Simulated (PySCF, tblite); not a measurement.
Species: C5H3Cl2O2P.
Structure used (GFN2-xTB), in Å, numbered top down from 1:
```xyz
13
C5H3Cl2O2P angstrom
C     -1.7233    1.1080   -0.1894
C     -1.2217   -0.3070   -0.2859
O     -1.9080   -1.2442   -0.6176
C      0.2009   -0.4649    0.0626
O      0.9009    0.6337    0.4215
C      2.1671    0.3355    0.7064
Cl     3.1310    1.6597    1.1700
P      2.6435   -1.3180    0.5693
C      0.9594   -1.6165    0.0795
Cl     0.3593   -3.1527   -0.3224
H     -1.5912    1.4761    0.8255
H     -2.7741    1.1428   -0.4610
H     -1.1482    1.7479   -0.8548
```

Theory: B3LYP/def2-SVPD in PySCF (dipole) on a GFN2-xTB geometry, gas phase.

Take the most abundant isotopes and a rigid rotor. The values belong to one conformer with, in the numbering `[CH3:1][C:2](=[O:3])[c:4]1[o:5][c:6]([Cl:7])[p:8][c:9]1[Cl:10]`, C1–C2–C4–O5 0°.

**Question.** Give the principal moments of inertia and the rotational constants in GHz.

**Answer.** Ia = 407.22, Ib = 777.19, Ic = 1181.29 u·Å²; 505379 MHz·u·Å²/I gives 1241, 650.3 and 427.8 MHz, that is A = 1.2411, B = 0.6503, C = 0.4278 GHz.

**Question.** Classify the top.

**Answer.** An asymmetric top. Ray's parameter κ = (2B − A − C)/(A − C) = -0.453; −1 is the prolate and +1 the oblate limit.

**Question.** What does the inertial defect say?

**Answer.** Not planar: Δ = Ic − Ia − Ib = -3.12 u·Å². For a rigid frame Δ = −2 Σ m c², so Σ m c² = 1.56 u·Å² lies off the ab plane, practically all of it from hydrogen. The atom farthest from that plane is 0.88 Å away.

**Question.** Give the other two planar moments, Paa and Pbb, and the rms extents of the mass along the axes.

**Answer.** Paa = Σ m a² = (Ib + Ic − Ia)/2 = 775.63 and Pbb = Σ m b² = (Ia + Ic − Ib)/2 = 405.66 u·Å². With the mass M = 195.92 u, the rms extents √(P/M) along a, b and c are 1.99, 1.44, 0.09 Å.

**Question.** List the rotational levels J(Ka,Kc) to J = 3 (cm⁻¹).

**Answer.** Above 0(0,0):
J = 1: 1(0,1) 0.0360, 1(1,1) 0.0557, 1(1,0) 0.0631
J = 2: 2(0,2) 0.1062, 2(1,2) 0.1202, 2(1,1) 0.1424, 2(2,1) 0.2015, 2(2,0) 0.2033
J = 3: 3(0,3) 0.2077, 3(1,3) 0.2159, 3(1,2) 0.2602, 3(2,2) 0.3094, 3(2,1) 0.3175, 3(3,1) 0.4275, 3(3,0) 0.4278

**Question.** Which lines would a microwave search look for?

**Answer.** The dipole components are |μa| = 2.52 D, |μb| = 1.10 D, |μc| = 0.00 D; the mirror of this Cs structure is the ab plane, so μc vanishes by symmetry (the 0.01 D computed is a residue) and there are no c-type lines. Intensities carry the squares of the components, which stand as 1.00 : 0.19 (a : b). Some lines, for components of 0.1 D or more:

| type | branch | J(Ka,Kc) | MHz | lower level (cm⁻¹) |
| --- | --- | --- | --- | --- |
| a | Q | 2(1,1) ← 2(1,2) | 667 | 0.120 |
| b | Q | 1(1,0) ← 1(0,1) | 813 | 0.036 |
| a | R | 1(0,1) ← 0(0,0) | 1078 | 0.000 |
| b | Q | 2(1,1) ← 2(0,2) | 1088 | 0.106 |
| b | R | 2(0,2) ← 1(1,1) | 1513 | 0.056 |
| b | R | 1(1,1) ← 0(0,0) | 1669 | 0.000 |
| b | Q | 2(2,0) ← 2(1,1) | 1824 | 0.142 |
| a | R | 2(1,2) ← 1(1,1) | 1934 | 0.056 |
| a | R | 2(0,2) ← 1(0,1) | 2104 | 0.036 |
| a | R | 2(1,1) ← 1(1,0) | 2379 | 0.063 |
| b | Q | 2(2,1) ← 2(1,2) | 2440 | 0.120 |
| b | R | 2(1,2) ← 1(0,1) | 2525 | 0.036 |
| b | R | 2(2,1) ← 1(1,0) | 4151 | 0.063 |
| b | R | 2(2,0) ← 1(1,1) | 4425 | 0.056 |

**Question.** Estimate the classical rotational partition function at 200 K, 298.15 K and 500 K.

**Answer.** Point group Cs, symmetry number σ = 1; q = (√π/σ)·√((kT/h)³/(ABC)), k/h = 20836.6 MHz/K: 811000 at 200 K, 1480000 at 298.15 K, 3210000 at 500 K.

Its GFN2-xTB frequencies are all real (lowest 52 cm⁻¹). No vibrational averaging or centrifugal distortion is included, and the geometry carries the error of its method. A rigid rotor knows nothing of internal rotation, which can split or shift real lines. Quadrupole hyperfine structure (35Cl) is left out.
